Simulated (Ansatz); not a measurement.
Stepwise reaction of `[SiH3][NH][GeH3]` with hydrogen chloride, as a gas-phase model of exchange steps in deposition or etching. ΔE in kJ/mol.

Isolated molecules relaxed with PBE0-D4/def2-TZVP in Ansatz; ΔE leaves out vibrations. CBS: MP2 limit from def2 TZ/QZ plus the TZ coupled-cluster correction, frozen cores. This one scheme is used for every species. DFT in def2-TZVPP. B3LYP here is the variant with VWN-RPA as its local correlation; programs differ in this. For Ge outer-core shells are correlated without core-valence functions, which leaves a few kJ/mol of doubt a bond. Scalar relativity is left out up to krypton. One conformer a species, not always the lowest.

| step | reaction | PBE-D4 | B3LYP-D4 | ωB97M-V | CCSD(T)/CBS |
| --- | --- | --- | --- | --- | --- |
| 1 | `[SiH3][NH][GeH3]` + HCl → `Cl[SiH2][NH][GeH3]` + H₂ | -96.8 | -95.6 | -97.1 | -96.7 |
| 2 | `Cl[SiH2][NH][GeH3]` + HCl → `Cl[SiH2][NH][GeH2][Cl]` + H₂ | -64.9 | -65.7 | -64.6 | -63.6 |

Question: Give the row of step 3, `Cl[SiH2][NH][GeH2][Cl]` + HCl → `[Cl][GeH2][NH][SiH](Cl)Cl` + H₂. (Best estimate.)

Answer: Ansatz gave: 
| step | reaction | PBE-D4 | B3LYP-D4 | ωB97M-V | CCSD(T)/CBS |
| --- | --- | --- | --- | --- | --- |
| 3 | `Cl[SiH2][NH][GeH2][Cl]` + HCl → `[Cl][GeH2][NH][SiH](Cl)Cl` + H₂ | -83.5 | -82.7 | -84.7 | -83.0 |

Question: By hand: ΔE of the 3 steps together at CCSD(T)/CBS.

Answer: (-96.7) + (-63.6) + (-83.0) = -243.3 kJ/mol, or -81.1 kJ/mol a step.

In ΔE step 1 is the lowest and step 2 the highest. All are downhill at CCSD(T)/CBS. PBE-D4 differs from CCSD(T)/CBS by -1.3 to -0.1 kJ/mol a step. Isolated molecules leave out the surface, adducts and barriers. Largest T1 diagnostic: 0.011.
